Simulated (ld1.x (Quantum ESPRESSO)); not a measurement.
## Before and after: TM potential for tin

Sn, norm-conserving Troullier–Martins (Kleinman–Bylander form), made with ld1.x (Quantum ESPRESSO) 7.5 (LDA (PZ), scalar-relativistic). Core [Kr], reference 4d10 5s2 5p1.75 (charge +0.25). Waves: 5s (bound): rc 1.90 bohr; 5p (bound): rc 2.45 bohr; 4d (bound): rc 1.55 bohr. Local part: the d channel. Core correction: a·sin(br)/r model core inside 1.40 bohr.

Change: wave 5p (bound): rc 2.45 bohr becomes 5p (bound): rc 2.84 bohr.

Cutoffs: the cutoffs (Ry, on a coarse ladder) from which the occupation-weighted sum of valence levels, in a spherical-Bessel basis at the reference potential, stays within 10 and 1 mRy of its value at 400 Ry; they do not see the model core or the augmentation charge, which bear on the density cutoff. Errors are all-electron minus pseudo energies relative to the spin-unpolarised reference configuration.

Predict the effect on cutoff, ghosts and configuration errors.

The potential gets neither clearly harder nor softer (90 Ry and 140 Ry → 90 Ry and 140 Ry); both files keep a bound ghost (p, s); of the 9 tests that both files solve, the error grows in 3 and shrinks in 4 by more than 15 % and 0.3 meV (median size 2.7 → 0.6 meV).

```csv
quantity,base,changed
"cutoff, loose",90 Ry,90 Ry
"cutoff, tight",140 Ry,140 Ry
bound ghosts,"s, p","s, p"
"error for 4d10 5s2 5p2, meV [ΔE -1.16 eV]",+0.4,+0.4
"error for 4d10 5s2 5p1, meV [ΔE 5.94 eV]",-1.2,-1.5
"error for 4d10 5s2 5p0, meV [ΔE 20.20 eV]",-5.0,-8.6
"error for 4d10 5s1 5p2, meV [ΔE 13.67 eV]",-2.7,-0.6
"error for 4d10 5s2 5p1.5, meV [ΔE 1.56 eV]",-0.3,-0.3
"error for 4d10 5s1 5p0, meV [ΔE 51.65 eV]",-15,-27
"error for 4d10 5s0 5p4, meV [ΔE 13.24 eV]",-9.4,+0.4
"error for 4d10 5s2 5p1.75 (spin-polarised), meV [ΔE -0.39 eV]",+2.7,+0.4
"error for 4d10 5s2 5p2 (spin-polarised), meV [ΔE -1.63 eV]",+3.4,+0.8
```

 A true bound ghost makes a file unfit for plane-wave use even where its test errors are small: the radial tests pick states by their node count and pass the ghost by.
